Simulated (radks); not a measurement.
Tm52+, configuration [Ne] 3s2 3p5.

Calculated with a radial shooting solver on a logarithmic mesh with Libxc functionals: Dirac Kohn-Sham, PBE, spin-unpolarised, spherical densities, point nucleus; open shells are shared between the two j in proportion to 2j + 1.

Energy parts (hartree):
part                       energy
total                 -10894.6843
kinetic                12309.5706
electron-nucleus      -24321.2874
Hartree                 1275.1770
exchange-correlation    -158.1445

Orbitals (lengths in bohr, moments of r in powers of bohr; <r^-3> diverges for s and p1/2; r(max) is where P^2 peaks):
1s1/2: occ. 2; eigenvalue (hartree) -2311.597; r(max) 0.01261
2s1/2: occ. 2; eigenvalue (hartree) -497.9615; r(max) 0.07173
2p1/2: occ. 2; eigenvalue (hartree) -482.1418; r(max) 0.05377
2p3/2: occ. 4; eigenvalue (hartree) -445.4217; r(max) 0.05999; <r^-3> 13090
3s1/2: occ. 2; eigenvalue (hartree) -194.6077; r(max) 0.1938
3p1/2: occ. 1.66667; eigenvalue (hartree) -188.6583; r(max) 0.1808
3p3/2: occ. 3.33333; eigenvalue (hartree) -179.2704; r(max) 0.1920; <r^-3> 3505

The highest occupied level is 3p3/2 at -4878.2 eV. The density falls to 0.001 e/bohr^3 at r = 0.62 bohr. For comparison, the ionisation energy in NIST's Atomic Spectra Database is 4922 eV (theoretical). In exact Kohn-Sham theory the highest level is minus the ionisation energy, but local and semilocal functionals leave it too shallow, through self-interaction and a potential that decays too fast; potentials with the right tail come closer. Summed over all electrons, <r^2> = 0.3842 bohr^2, which gives a Langevin (diamagnetic) susceptibility term of -0.304 x 10^-6 cm^3/mol.

Beside tabulated values, note that spin-unpolarised runs miss the spin-polarisation part of the exchange energy of open shells.
